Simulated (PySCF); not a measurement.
# Excitation energy of Co⁺ by level of theory

Co⁺ [Ar] 3d8 (3F) → Co⁺ [Ar] 3d7 4p1 (high-spin determinant), as a difference of total energies. Calculation: PySCF 2.14, in aug-cc-pwCVTZ-DK; the spin-free X2C one-electron Hamiltonian (Gaussian nucleus). Correlated levels: valence: [Ar] frozen; valence and next inner shell: [Ne] frozen; nothing frozen. The calculations carry no spin-orbit coupling.

```tsv
method	excitation energy (eV)
UHF	3.429
LDA	6.191
PBE	5.852
PBE0	5.444
r2SCAN	5.488
wB97M-V	5.762
TPSSh	5.503
BHandHLYP	5.139
MP2 (valence)	5.812
SCS-MP2 (valence)	5.875
MP2 (valence and next inner shell)	6.387
SCS-MP2 (valence and next inner shell)	6.243
MP2 (all electrons)	6.401
SCS-MP2 (all electrons)	6.248
```

How much does correlation contribute at MP2 (all electrons)?

6.401 − (3.429) = 2.972 eV, measured against UHF.

A first-order spin-orbit estimate (lowest level to lowest level, LS coupling) adds 0.013 eV.

The determinant of the upper state mixes LS terms, which raises its energy above the lowest term, most at the Hartree-Fock and MP2 levels.
